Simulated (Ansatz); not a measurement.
`[Cl][SnH2][SeH]` and `[SH][SnH2][Cl]` differ in one element.

Ansatz, PBE0-D4/def2-TZVP geometries, multiplicity 1. Each molecule was computed in one conformer, which needn't be the lowest.

Elements past krypton have def2 core potentials. Scalar relativity is left out up to krypton.

| property | `[Cl][SnH2][SeH]` |
| --- | --- |
| size of the dipole moment (PBE/def2-TZVPP) / D | 2.03 |
| zero-point energy (PBE0-D4/def2-TZVP) / kJ/mol | 60.2 |
| size of the dipole moment (ωB97M-V/def2-TZVPP) / D | 2.15 |
| HOMO energy (ωB97M-V/def2-TZVPP) / eV | -9.56 |
| HOMO–LUMO gap (ωB97M-V/def2-TZVPP) / eV | 10.07 |
| LUMO energy (PBE/def2-TZVPP) / eV | -2.21 |

(1) Give the same properties after the change, and the shifts. (An estimate is asked.)

Results:

(1) Ansatz gave: 
```tsv
property	`[SH][SnH2][Cl]`	shift
size of the dipole moment (PBE/def2-TZVPP) / D	2.04	0.01
zero-point energy (PBE0-D4/def2-TZVP) / kJ/mol	63.4	3.2
size of the dipole moment (ωB97M-V/def2-TZVPP) / D	2.17	0.02
HOMO energy (ωB97M-V/def2-TZVPP) / eV	-9.98	-0.42
HOMO–LUMO gap (ωB97M-V/def2-TZVPP) / eV	10.70	0.63
LUMO energy (PBE/def2-TZVPP) / eV	-2.07	0.14
```

With PBE0 the HOMO falls by 0.38 eV and the LUMO rises by 0.18 eV, so the gap widens by about 0.56 eV. PBE moves the HOMO by -0.29 eV and ωB97M-V by -0.42 eV. Dipoles are sizes alone; their direction can turn.

Spin–orbit coupling is left out; it splits and shifts lone-pair levels of the heavy atoms by tenths of an eV.
